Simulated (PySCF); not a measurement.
HfOBr₂, SMILES [Br][Hf](=[O])[Br], multiplicity 1. Heavy atoms are numbered as in [Hf:1](=[O:2])([Br:3])[Br:4].

Geometry: B3LYP-D3(BJ)/def2-SVP. The spin state was assumed, not searched. The def2 effective core potentials stand for the cores of Hf; spin–orbit coupling is left out.

All values below come from PBE/def2-TZVPD run with PySCF.

Mulliken values depend strongly on the basis, most of all with diffuse functions as here. ESP charges are fitted to the potential on shells at 1.4 to 2.0 van der Waals radii. Atomic charges (e), one atom of each kind:

```
atom  ESP fit  Mulliken
----  -------  --------
Hf1      1.26      1.25
O2      -0.60     -0.49
Br3     -0.33     -0.38
```
